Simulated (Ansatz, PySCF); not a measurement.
Molecule: chloro(trihydroxy)silane, sum formula H3SiO3Cl, net charge 0, singlet state. SMILES: O[Si](O)(O)Cl
Geometry from a B3LYP-D3(BJ)/def2-TZVP (Ansatz, a program for electronic structure) optimisation:
```xyz
8

Si    -0.0990    -0.0832    -0.3488
Cl     0.4522     0.3800     1.5933
O     -0.8630     1.1881    -1.0101
O      1.2282    -0.4317    -1.2172
O     -1.0925    -1.3676    -0.3354
H     -0.4229     2.0418    -1.0125
H      1.8240    -1.1139    -0.8974
H     -1.8842    -1.3340     0.2074
```

Property: atomisation energy (electronic, to ground-state atoms); the coupled-cluster value holds the core correlation from cc-pwCVTZ, in eV. Valence correlation only, unless marked. Open shells are spin-unrestricted. No spin-orbit coupling. Non-relativistic. CBS marks a two-point X^-3 extrapolation of the correlation energy; Hartree-Fock from the larger set. [CCSD(T)-MP2]/basis is that difference in the basis named.

Level to compare with: RI-MP2/CBS(aug-cc-pV(T+d)Z,aug-cc-pV(Q+d)Z)+[CCSD(T)-MP2]/aug-cc-pV(T+d)Z plus the core term (Ansatz), 33.77 eV. It is a level with limits of its own, and the differences hold the functionals' basis error too.

Question: Rank these functionals by how close they come to RI-MP2/CBS(aug-cc-pV(T+d)Z,aug-cc-pV(Q+d)Z)+[CCSD(T)-MP2]/aug-cc-pV(T+d)Z, closest first: M06-2X/def2-TZVPD (PySCF); r2SCAN0/def2-TZVPD (Ansatz); r2SCAN/def2-TZVPD (Ansatz).

Answer: M06-2X/def2-TZVPD (hybrid meta-GGA, 33.64 eV, difference -0.13), r2SCAN/def2-TZVPD (meta-GGA, 33.36 eV, difference -0.41), r2SCAN0/def2-TZVPD (hybrid meta-GGA, 32.51 eV, difference -1.26)
